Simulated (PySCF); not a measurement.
C4H9FSi, SMILES C[C@H]1C[C@@]1(F)[SiH3].

Geometry optimised at PBE-D3(BJ)/def2-SVP. The structure was generated by enumeration; whether it is a known compound was not checked.

The numbers are results of PySCF with TDA-PBE0/def2-SVPD, not measurements.

Vertical excitations. Isolated molecule, no solvent.

Computed UV-visible absorptions:
```tsv
state	energy (eV)	λ (nm)	f	main pairs
S1	7.28	170	0.010	HOMO→LUMO+1 52 %, HOMO→LUMO 33 %
S2	7.41	167	0.013	HOMO−1→LUMO+1 54 %, HOMO−1→LUMO 31 %
S3	7.45	167	0.019	HOMO→LUMO 64 %, HOMO→LUMO+1 27 %
S4	7.61	163	0.012	HOMO−1→LUMO 62 %, HOMO−1→LUMO+1 26 %
S5	7.80	159	0.010	HOMO→LUMO+3 62 %, HOMO→LUMO+2 12 %, HOMO−1→LUMO+2 11 %
S6	7.87	157	0.009	HOMO→LUMO+2 64 %, HOMO→LUMO+3 26 %
S7	8.02	155	0.066	HOMO−1→LUMO+2 49 %, HOMO−1→LUMO+3 23 %, HOMO−1→LUMO+1 9 %, HOMO→LUMO+2 8 %
S8	8.09	153	0.136	HOMO−1→LUMO+3 71 %, HOMO−1→LUMO+2 16 %
S9	8.23	151	0.023	HOMO→LUMO+4 87 %
S10	8.40	148	0.002	HOMO−1→LUMO+4 85 %
T1	6.91	179	0	HOMO→LUMO+1 70 %, HOMO→LUMO 12 %
T2	7.06	176	0	HOMO−1→LUMO+1 64 %, HOMO−1→LUMO 17 %
T3	7.25	171	0	HOMO→LUMO 68 %, HOMO→LUMO+2 20 %
T4	7.41	167	0	HOMO−1→LUMO 60 %, HOMO−1→LUMO+2 17 %, HOMO−1→LUMO+3 10 %
```
Triplets are in the Tamm–Dancoff approximation.
